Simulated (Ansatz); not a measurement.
Cu2Pt (the lowest singlet isomer of a short search) was relaxed with r2SCAN-D4 (def2-TZVP) in Ansatz in these states: neutral singlet, neutral triplet. The geometries follow in no particular order.

In the def2 sets Pt takes a core potential; there is no spin–orbit coupling.

A:

```xyz
3

Pt   -1.184   -0.483    0.430
Cu    0.894   -0.853   -0.611
Cu    0.290    1.336    0.182
```

B:

```xyz
3

Pt    1.313    0.592    0.046
Cu   -0.718   -0.072   -1.151
Cu   -0.595   -0.520    1.104
```

**Question.** Judge from the bond lengths which geometry belongs to which state (an estimate).

**Answer.** A is the neutral singlet (Cu2–Cu3 2.405 Å, Pt1–Cu3 2.354 Å, Pt1–Cu2 2.354 Å); B is the neutral triplet (Cu2–Cu3 2.302 Å, Pt1–Cu3 2.450 Å, Pt1–Cu2 2.450 Å).

At PBE0-D4/def2-TZVP a singlet lies 0.83 eV below the neutral triplet. These are the stationary points nearest to one start from a short search; other shapes may lie lower in each state.
